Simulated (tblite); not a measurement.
Species: 2-methyl-[1,2,4]diazaphospholo[1,5-a]pyridine, C7H7N2P.
Bonds: C1–C2, C2–N3 (aromatic), N3–N4 (aromatic), N4–C5 (aromatic), C5–C6 (aromatic), C6–C7 (aromatic), C7–C8 (aromatic), C8–C9 (aromatic), C9–P10 (aromatic), C2–P10 (aromatic), N4–C9 (aromatic). Hydrogens: H11, H12, H13 on C1; H14 on C5; H15 on C6; H16 on C7; H17 on C8.

Computed with GFN2-xTB (tblite), gas phase: L-BFGS steps from a force-field or distance-geometry start until the largest atomic force falls under 0.01 eV/Å.

Step 11: E = -732.2083 eV
```
atom  x, y, z in Å  |  force x, y, z in eV/Å
C1      3.2582   -0.2698   -0.6224    0.004   0.011   0.011
C2      1.7866   -0.2232   -0.4057   -0.041  -0.001   0.017
N3      1.2707    0.3135    0.6796   -0.025   0.013   0.008
N4     -0.0487    0.2440    0.6588    0.013  -0.015   0.001
C5     -0.8319    0.7223    1.6546    0.015  -0.014  -0.033
C6     -2.1871    0.6193    1.5756    0.019   0.012   0.019
C7     -2.7922    0.0100    0.4529    0.023   0.050   0.096
C8     -1.9979   -0.4713   -0.5479   -0.028   0.022   0.038
C9     -0.6022   -0.3586   -0.4552   -0.021  -0.047  -0.100
P10     0.6393   -0.8774   -1.5693   -0.080  -0.042  -0.076
H11     3.7883    0.1873    0.2075   -0.022   0.016   0.038
H12     3.5076    0.2494   -1.5465    0.035   0.049   0.006
H13     3.5779   -1.3045   -0.7363    0.038  -0.019   0.045
H14    -0.3082    1.1741    2.4828    0.001  -0.009  -0.021
H15    -2.7925    1.0083    2.3796    0.003  -0.028  -0.048
H16    -3.8691   -0.0667    0.4024    0.091   0.000  -0.011
H17    -2.4056   -0.9448   -1.4273   -0.024   0.002   0.010
```

Step 12: E = -732.2101 eV
```
atom  x, y, z in Å  |  force x, y, z in eV/Å
C1      3.2583   -0.2687   -0.6202   -0.027   0.013   0.018
C2      1.7862   -0.2244   -0.4077   -0.078   0.004   0.027
N3      1.2676    0.3117    0.6764    0.000   0.015   0.015
N4     -0.0513    0.2413    0.6546    0.041   0.001   0.017
C5     -0.8300    0.7216    1.6531    0.005  -0.022  -0.045
C6     -2.1850    0.6205    1.5784    0.014  -0.004  -0.019
C7     -2.7897    0.0117    0.4551    0.010   0.029   0.068
C8     -2.0002   -0.4718   -0.5487    0.009   0.025   0.036
C9     -0.6044   -0.3607   -0.4597    0.015  -0.043  -0.086
P10     0.6400   -0.8790   -1.5726   -0.101  -0.037  -0.064
H11     3.7844    0.1890    0.2117   -0.018   0.019   0.039
H12     3.5054    0.2541   -1.5429    0.060   0.024   0.003
H13     3.5763   -1.3042   -0.7301    0.060  -0.009   0.019
H14    -0.3023    1.1726    2.4784    0.013  -0.002  -0.006
H15    -2.7903    1.0096    2.3825    0.006  -0.028  -0.050
H16    -3.8652   -0.0655    0.4038    0.041   0.004  -0.001
H17    -2.4068   -0.9458   -1.4287   -0.050   0.011   0.028
```

Task: Estimate the geometry and energy of step 13. (The exact step hangs on the optimiser's Hessian estimate; all steps are aligned on step 12, rigid shifts and turns removed.)

Result: E = -732.2114 eV, largest force 0.088 eV/Å
```
atom  x, y, z in Å  |  force x, y, z in eV/Å
C1      3.2578   -0.2675   -0.6181   -0.045   0.010   0.019
C2      1.7846   -0.2254   -0.4090   -0.062  -0.008  -0.005
N3      1.2652    0.3105    0.6740    0.009   0.007   0.007
N4     -0.0531    0.2390    0.6511    0.043   0.008   0.013
C5     -0.8281    0.7206    1.6511    0.012  -0.016  -0.031
C6     -2.1829    0.6214    1.5804    0.004  -0.009  -0.031
C7     -2.7873    0.0134    0.4577   -0.004  -0.003   0.013
C8     -2.0021   -0.4718   -0.5488    0.033   0.016   0.018
C9     -0.6061   -0.3630   -0.4643    0.031  -0.019  -0.034
P10     0.6389   -0.8809   -1.5763   -0.078  -0.022  -0.035
H11     3.7807    0.1908    0.2158   -0.024   0.016   0.029
H12     3.5047    0.2582   -1.5397    0.068  -0.004   0.015
H13     3.5761   -1.3038   -0.7247    0.065   0.016   0.001
H14    -0.2972    1.1711    2.4743    0.018  -0.001  -0.001
H15    -2.7881    1.0101    2.3839    0.006  -0.021  -0.037
H16    -3.8616   -0.0645    0.4051   -0.007   0.008   0.011
H17    -2.4086   -0.9463   -1.4290   -0.068   0.022   0.047
```

The energy changes by -0.0013 eV. The first-order estimate −F·Δx gives -0.0019 eV and the mean of the old and new forces, exact on a quadratic surface, -0.0013 eV. The step makes an angle of 65° with the force vector and moves no atom by more than 0.007 Å.

Hardware: an Arm Neoverse V2 with one thread (shared host).
